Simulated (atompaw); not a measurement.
## Logarithmic derivatives: Nb, PAW (atompaw)

niobium (Nb), PAW, made with atompaw 4.2.0.5 (PBEsol, scalar-relativistic). Core [Ar] 3d10, reference 4s2 4p6 4d5 5s0 5p0. Waves: 4s (bound): rc 2.05 bohr; 5s (bound, empty): rc 2.20 bohr; 4p (bound): rc 2.15 bohr; 5p (bound, empty): rc 2.70 bohr; 4d (bound): rc 2.90 bohr; 4d channel at 0.6 Ry: rc 2.90 bohr. Local part: ultrasoft scheme with l = 3 at 0 Ry, radius 2.05 bohr. Core correction: smooth core density matched at 2.65 bohr. Augmentation charge: gaussian compensation charge, radius 2.70 bohr; PAW radius 2.90 bohr; waves and projectors: custom polynom2 7 10 vanderbiltortho.

The phase is arctan(r·u′/u) with u = r·R(r), unwrapped; energies in Ry, scanned from -6 to 5 Ry. A pole is an energy at which the radial function vanishes at the test radius. The pseudo phase is shifted by a multiple of π to meet the all-electron one at the reference energy, and phase errors are pseudo minus all-electron; the curves can meet again beyond the range given. Levels narrower than the energy grid can be missing from the lists of poles.

| channel | radius (bohr) | reference energy (Ry) | poles, all-electron | poles, pseudo | unbroken range about the reference energy with phases within 0.05 rad | phase error 1 Ry above the reference energy (rad) |
| --- | --- | --- | --- | --- | --- | --- |
| s | 2.92 | -0.26 | -4.13, 1.90 | -4.13, 1.85 | below 3.3 | -0.002 |
| p | 2.92 | -0.06 | -2.35, 2.94 | -2.35, 1.41 | below 0.4 | -0.247 |
| d | 2.92 | -0.14 | 0.29, 4.91 | 0.29 | below 1.9 | +0.000 |

Phases in the s channel:

```tsv
E (Ry)	all-electron	pseudo
-6.00	1.419	1.419
-5.52	1.411	1.411
-5.04	1.400	1.400
-4.56	1.381	1.381
-4.08	-1.689	-1.689
-3.60	-1.760	-1.760
-3.12	-1.784	-1.784
-2.64	-1.810	-1.811
-2.16	-1.847	-1.847
-1.68	-1.901	-1.901
-1.20	-1.997	-1.997
-0.72	-2.210	-2.210
-0.24	-2.900	-2.900
0.24	-4.053	-4.054
0.72	-4.454	-4.456
1.20	-4.603	-4.607
1.68	-4.684	-4.690
2.16	-4.741	-4.750
2.64	-4.789	-4.805
3.12	-4.838	-4.872
3.60	-4.899	-4.981
4.08	-4.991	-5.294
4.56	-5.181	-6.863
```
